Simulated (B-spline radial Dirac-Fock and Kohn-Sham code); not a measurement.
Dipole and non-dipole photoemission parameters of Er⁺ 4f7/2

System: erbium as Er⁺, [Xe] 4f12 6s1; threshold 16.20 eV (orbital energy of the model). Level of theory: Dirac-Hartree-Slater photoionisation with a Latter tail; cross sections with all multipoles, angular parameters from the dipole term and its interference with E2; a radial B-spline solver.

Input of the calculation (task.json; shells as n, l, electrons):

```json
{"items": [{
  "Z": 68,
  "q": 1,
  "cfg": [[1, 0, 2], [2, 0, 2], [2, 1, 6], [3, 0, 2], [3, 1, 6], [3, 2, 10], [4, 0, 2], [4, 1, 6], [4, 2, 10], [4, 3, 12], [5, 0, 2], [5, 1, 6], [6, 0, 1]],
  "A": 166,
  "rrms": 5.2516,
  "do": "xps",
  "hv": [57.3, 60, 69.9, 79.1, 82.2, 85.2, 87.2, 88.3, 95.3, 150, 152.0, 159.0, 197.0, 200, 228.0, 260.0, 278.0, 300, 340.0, 400, 488.0, 1253.6, 1290.0, 2570.0, 3340.0, 8047.8, 9090.0, 12000, 12900.0, 13900.0]
}]}
```

Command: `python xray2_run.py task.json out`

For linearly polarised light dσ/dΩ = σ/(4π) [1 + β P₂(cos θ) + (δ + γ cos²θ) sin θ cos φ], with θ from the polarisation vector and φ the angle between the beam and the projection of the electron momentum on the plane normal to the polarisation.

| hν (eV) | σ (kb) | β | γ | δ |
| --- | --- | --- | --- | --- |
| 57.3 | 3340 | 0.584 | 0.007 | 0.009 |
| 60 | 3480 | 0.552 | 0.007 | 0.010 |
| 69.9 | 3870 | 0.465 | 0.006 | 0.011 |
| 79.1 | 4080 | 0.414 | 0.006 | 0.012 |
| 82.2 | 4130 | 0.401 | 0.006 | 0.013 |
| 85.2 | 4160 | 0.391 | 0.006 | 0.013 |
| 87.2 | 4170 | 0.385 | 0.006 | 0.013 |
| 88.3 | 4180 | 0.381 | 0.006 | 0.013 |
| 95.3 | 4210 | 0.366 | 0.006 | 0.014 |
| 150 | 3870 | 0.373 | 0.008 | 0.019 |
| 152 | 3840 | 0.375 | 0.008 | 0.019 |
| 159 | 3750 | 0.384 | 0.008 | 0.020 |
| 197 | 3200 | 0.443 | 0.010 | 0.022 |
| 200 | 3160 | 0.448 | 0.011 | 0.022 |
| 228 | ? | ? | ? | ? |
| 260 | 2370 | 0.550 | 0.015 | 0.026 |
| 278 | 2160 | 0.579 | 0.016 | 0.027 |
| 300 | 1920 | 0.613 | 0.018 | 0.029 |
| 340 | 1560 | 0.670 | 0.023 | 0.031 |
| 400 | 1150 | 0.745 | 0.031 | 0.035 |
| 488 | 746 | 0.833 | 0.046 | 0.040 |
| 1253.6 | 51.3 | 1.062 | 0.296 | 0.087 |
| 1290 | 46.7 | 1.062 | 0.309 | 0.089 |
| 2570 | 4.11 | 0.974 | 0.697 | 0.159 |
| 3340 | 1.51 | 0.904 | 0.857 | 0.200 |
| 8047.8 | 0.0402 | 0.641 | 1.369 | 0.432 |
| 9090 | 0.0236 | 0.606 | 1.428 | 0.478 |
| 12000 | 0.00681 | 0.529 | 1.549 | 0.598 |
| 12900 | 0.00490 | 0.509 | 1.576 | 0.634 |
| 13900 | 0.00348 | 0.489 | 1.602 | 0.672 |

Q: Give the values at 228 eV.

A: σ = 2780 kb, β = 0.496, γ = 0.012, δ = 0.024.
